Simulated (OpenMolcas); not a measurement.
# Hg: effect of the active space

```json
{"Program": "OpenMolcas", "Method": "SS-CASPT2 or its RAS form, IPEA 0.25 Eh, imaginary shift 0.1 Eh", "Basis": "ANO-RCC-VQZP", "Scalar Hamiltonian": "DKH2, point nucleus", "Spin-orbit coupling": "RASSI with atomic mean-field integrals over the reference wave functions, term energies averaged over their components"}
```

A. 2 electrons in 4 orbitals (6s 6p); 2S+1 = 3 even, 3 roots (0 in the spin-orbit step); 2S+1 = 1 even, 1 root; 2S+1 = 3 odd, 3 roots; 2S+1 = 1 odd, 3 roots; closed shells correlated: 5d; CASPT2 step roughly 6 core-seconds
B. 2 electrons in 8 orbitals (6s 6p 7s 7p); 2S+1 = 3 even, 3 roots (0 in the spin-orbit step); 2S+1 = 1 even, 1 root; 2S+1 = 3 odd, 3 roots; 2S+1 = 1 odd, 3 roots; closed shells correlated: 5d; CASPT2 step of the order of 8 core-seconds
C. 2 electrons in 9 orbitals (RAS2 6s 6p; RAS3 6d, at most 2 electrons); 2S+1 = 3 even, 3 roots (0 in the spin-orbit step); 2S+1 = 1 even, 6 roots (1 in the spin-orbit step); 2S+1 = 3 odd, 3 roots; 2S+1 = 1 odd, 3 roots; closed shells correlated: 5d; CASPT2 step about 10 core-seconds

Energies in cm⁻¹ above 6s² ¹S₀, the measured ground level; measured values from NIST Handbook of Basic Atomic Spectroscopic Data.

```
     Level      A      B      C  Measured
   6s² ¹S₀    0.0    0.0    0.0       0.0
6s 6p ³P°₀  37989  37870  36268     37645
6s 6p ³P°₁  39654  39517  37921     39412
6s 6p ³P°₂  43279  43116  41666     44043
6s 6p ¹P°₁  54208  53858  51665     54069
```

Deviations, from unrounded energies. A percentage is the sum of absolute deviations over the sum of measured energies, with the sign that they share, or ± where signs differ.

| Against measurement | Levels | A | B | C |
| --- | --- | --- | --- | --- |
| mean absolute deviation (cm-1) | 4 | 370 | 370 | 1900 |
| other configurations (%) | 4 | ±0.8 | ±0.8 | -4.4 |

A, B lie about equally close to measurement and C furthest from it. The largest miss of B in the table is 6s 6p ³P°₂, by -930 cm-1. The ranking rests on the paired levels alone, and a cruder setting can come out closer through cancelling errors.

Among A to C the level of the table that moves most is 6s 6p ¹P°₁, by 2500 cm-1 (lowest in C, highest in A).

Some high roots are left out of the spin-orbit mixing, which shifts the levels that they would mix with. Spin-orbit splittings of 6p shells tend to come out small when the coupling is added on scalar orbitals. Active for correlation alone: 7p 7s; no level in the range computed is led by a configuration that fills them, so any true level of that kind is missing (holds for B). Active for correlation alone: 6d; no level in the range computed is led by a configuration that fills it, so any true level of that kind is missing (holds for C). Measured partners are found by configuration, term and J. A level has none where our copy of the source lacks it or the pairing is in doubt (some pairs that miss far off the trend of their configuration count as doubtful), and it then counts in no deviation. Only configurations of the active space appear.

° marks odd parity.
